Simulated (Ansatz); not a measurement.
`[SeH]C1BO1` + PH₃ → `P[SeH]` + `B1CO1` at 600 K and 1 bar (ligand exchange at the Se–C bond).

Calculated with Ansatz (gas phase, PBE0-D4/def2-TZVP geometries, no zero-point term in ΔE). CCSD(T)/CBS is the MP2 limit (def2-TZVPP, def2-QZVPP) plus CCSD(T) − MP2 in def2-TZVPP, frozen cores. This one scheme is used for every species. For Se outer-core shells are correlated without core-valence functions, which leaves a few kJ/mol of doubt a bond. Scalar relativity is left out up to krypton. Each species was taken in one conformer, which may not be the lowest.

```tsv
species	CCSD(T)/CBS energy (Eh)	H − E (kJ/mol)	S (J/(mol·K))
`[SeH]C1BO1`	-2540.50305	149.6	366.4
PH₃	-342.72256	86.3	240.2
`P[SeH]`	-2743.44381	100.9	326.5
`B1CO1`	-139.80191	141.7	292.0
```

H − E and S are ideal-gas, rigid-rotor, harmonic terms from PBE0-D4/def2-TZVP, for one conformer and one mirror image of each species. 1 Eh = 2625.50 kJ/mol, R = 8.31446 J/(mol·K).

Question: By hand: ΔE, ΔH, ΔS and ΔG.

Answer: ΔE = (-2743.44381) + (-139.80191) − (-2540.50305) − (-342.72256) = -0.02011 Eh = -52.8 kJ/mol. Δ(H − E) = 100.9 + 141.7 − 149.6 − 86.3 = 6.7, so ΔH = -46.1 kJ/mol. ΔS = 326.5 + 292.0 − 366.4 − 240.2 = 11.9 J/(mol·K). ΔG = -46.1 − 600 × (11.9)/1000 = -53.2 kJ/mol.

Question: By hand: the equilibrium constant, and the temperature at which ΔG would vanish if ΔH and ΔS stayed fixed.

Answer: log₁₀ K = −ΔG/(RT ln 10) = 4.6. ΔH and −TΔS have one sign here, so there is no such temperature.

The number of gas molecules stays the same, so ΔS is small and ΔH decides. A doubt of 5 kJ/mol in ΔE shifts log₁₀ K by 0.4 here. Other conformers and mirror images would add mixing entropy, several J/(mol·K) or more a flexible species. These are equilibria of isolated gas molecules and say nothing of rates. Largest T1 diagnostic: 0.016 (customary marks: 0.02 for closed shells, 0.045 for open ones).

ΔS is within the doubt of such terms, so its sign, and with it that verdict, could turn.
